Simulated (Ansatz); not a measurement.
C3H11ClOSi2, singlet, at a GFN2-xTB geometry; CASSCF(6,5)/STO-3G (Ansatz, a first-principles code).

Here is a job for Ansatz.
Ansatz 0.2 input:
```yaml
crystal:
  periodic: [false, false, false]
  atoms:
    - {symbol: Si, position_ang: [1.75314216, -0.73591189, 0.10650876]}
    - {symbol: Cl, position_ang: [2.35649903, 0.95699122, 0.99976814]}
    - {symbol: O, position_ang: [0.17583521, -0.66042797, -0.18095320]}
    - {symbol: Si, position_ang: [-1.35397743, -0.07900958, -0.36529020]}
    - {symbol: C, position_ang: [-2.48761859, -1.32056212, 0.52337872]}
    - {symbol: C, position_ang: [-1.43872090, 1.65055514, 0.42041987]}
    - {symbol: C, position_ang: [-1.68326535, -0.02054899, -2.23788572]}
    - {symbol: H, position_ang: [2.42784924, -0.85016832, -1.17912230]}
    - {symbol: H, position_ang: [1.95350228, -1.85119026, 1.02050287]}
    - {symbol: H, position_ang: [-3.53083810, -1.03965494, 0.42106012]}
    - {symbol: H, position_ang: [-2.37398299, -2.32027801, 0.11486581]}
    - {symbol: H, position_ang: [-2.26351095, -1.37394864, 1.58464579]}
    - {symbol: H, position_ang: [-2.43132956, 2.08158662, 0.33586394]}
    - {symbol: H, position_ang: [-1.18366360, 1.61493656, 1.47585645]}
    - {symbol: H, position_ang: [-0.74108949, 2.33319394, -0.05667897]}
    - {symbol: H, position_ang: [-1.54968375, -0.99822169, -2.69149213]}
    - {symbol: H, position_ang: [-1.00768739, 0.66685730, -2.73855844]}
    - {symbol: H, position_ang: [-2.69740783, 0.30369685, -2.44791323]}
basis:
  gaussian:
    orbitals: STO-3G
hamiltonian:
  xc: hf
magnetization: {spin_polarized: false}
correlation: {active_space: {window: {electrons: 6, orbitals: 5}}}
```

Question: What does Ansatz print? Leave out banner, timings and long lists.

Answer: 
```
Functional definition: HF
724 factors; integrals over basis functions are off by at most 4.4e-5 eV
mean field evaluation 1: about -33152.4817 eV, gradient 2.5e1 eV
mean field evaluation 2: about -33152.6652 eV, gradient 2.5e1 eV
mean field evaluation 4: about -33155.0255 eV, gradient 1.8e0 eV
mean field evaluation 8: about -33155.0383 eV, gradient 1.7e-2 eV
mean field -33155.03832763 eV, -1218.4251852482 hartree, gradient 1.9e-6 eV, S^2 0.000000; 0 other end points of the search recorded, 0 dependent functions left out
reference -33155.03832763 eV, -1218.4251852482 hartree; 41, 41 occupied and 17, 17 virtual orbitals, 724 factors
state -33155.80600045 eV, -1218.4533967042 hartree
the orbitals are reached from a further start. From the first start the search ends at -33155.75286782 eV, -1218.4514441158 hartree
Total energy: -33155.80600045 eV, -1218.4533967042 hartree
```
